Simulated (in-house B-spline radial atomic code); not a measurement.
Results of a calculation; reference values are marked as such.
# Correlation energy from the adiabatic connection: −Z exp(−kr)/r, Z = 8.94, k = 4.44

Two electrons in a singlet, external potential −Z exp(−kr)/r, Z = 8.94, k = 4.44 (atomic units). Full CI in B-splines (partial waves to l = 8, correlation up to 0.6 % small) with the density held fixed gives W(λ) = <V_ee>_λ − U, and E_c is the integral of W(λ) − W(0) from 0 to 1.

```csv
λ,W(λ) − W(0) (hartree)
0,0.00000
0.02,-0.00197
0.05,-0.00491
0.12,-0.01173
0.25,-0.02427
0.4,-0.03853
0.6,-0.05720
0.8,-0.07548
1,-0.09339
```

Task: Integrate the table by the trapezoid rule.

Result: The strips give -0.00002, -0.00010, -0.00058, -0.00234, -0.00471, -0.00957, -0.01327, -0.01689, which sum to -0.04748 hartree. The direct value, W(1) − W(0) + T_c with T_c = 0.04588, is -0.04751; the curve is convex, so chords lie above it and the trapezoids fall short in size by 0.06 %.

Task: Now use only three numbers: W(0) = -4.4138, the initial slope W'(0) = -0.09841 (extrapolated from the first points) and the strong-coupling limit of the point-charge-plus-continuum model, W∞ = -6.3218. What do second-order theory and the interpolation W(λ) = W∞ + (W(0) − W∞)/√(1 + 2χλ) of Seidl, Perdew and Levy give?

Result: Second order keeps the slope alone: E_c = W'(0)/2 = -0.04920, +4 % in size against -0.04751. Matching the slope fixes χ = W'(0)/(W∞ − W(0)) = -0.09841/(-1.90800) = 0.05158. Integrating, with s = √(1 + 2χ) = 1.050312, E_c = −(W(0) − W∞)(s − 1)/(s + 1) = −1.90800 × 0.050312/2.050312 = -0.04682 hartree, -1.5 % in size against the full result. At λ = 1 the formula gives W − W(0) = -0.09140 against -0.09339. Part of the miss can come from the model's W∞.
